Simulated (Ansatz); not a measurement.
Species: C₃H₁₀O₃Si, net charge 0, singlet state. 
Structure (B3LYP-D3(BJ)/def2-TZVP (Ansatz, a quantum-chemistry and plane-wave program) minimum search):
```
C
H 1 1.0950
H 1 1.0953 2 106.05
C 1 1.5355 2 109.71 3 -118.62
H 4 1.0931 1 109.36 2 -64.76
H 4 1.0955 5 106.24 1 118.15
C 4 1.5265 5 109.53 6 117.53
H 7 1.0920 4 111.54 5 -58.00
H 7 1.0924 8 107.87 4 -121.88
H 7 1.0926 8 107.91 9 -115.97
Si 1 1.8556 2 107.96 3 115.76
O 11 1.6431 1 112.85 2 -58.03
H 12 0.9604 11 116.72 1 -107.78
O 11 1.6432 12 109.54 13 134.82
H 14 0.9608 11 117.65 12 -46.42
O 11 1.6533 12 104.14 13 14.45
H 16 0.9599 11 118.21 12 175.39
```

Wanted: atomisation energy (electronic, to ground-state atoms), in kJ/mol. Cores are frozen in the correlated levels unless marked. Open shells are spin-unrestricted. No spin-orbit coupling. No relativistic terms. The coupled-cluster limit lacks core correlation, which all-electron functionals hold. Basis-set limits of correlation are two-point, X^-3; Hartree-Fock from the larger set. The bracket is a focal-point correction in the basis named.

| level | program | atomisation energy (kJ/mol) |
|---|---|---|
| PBE0-D4/def2-TZVP | Ansatz + dftd4 | ___ |
| B2PLYP/def2-TZVPD | Ansatz | 6776.8 |
| RI-MP2/CBS(aug-cc-pV(T+d)Z,aug-cc-pV(Q+d)Z)+[CCSD(T)-MP2]/aug-cc-pV(T+d)Z | Ansatz | ___ |

Problem. Fill in the missing entries.

Solution. 
- PBE0-D4/def2-TZVP, atomisation energy (kJ/mol): 6845.1
- RI-MP2/CBS(aug-cc-pV(T+d)Z,aug-cc-pV(Q+d)Z)+[CCSD(T)-MP2]/aug-cc-pV(T+d)Z, atomisation energy (kJ/mol): 6907.9
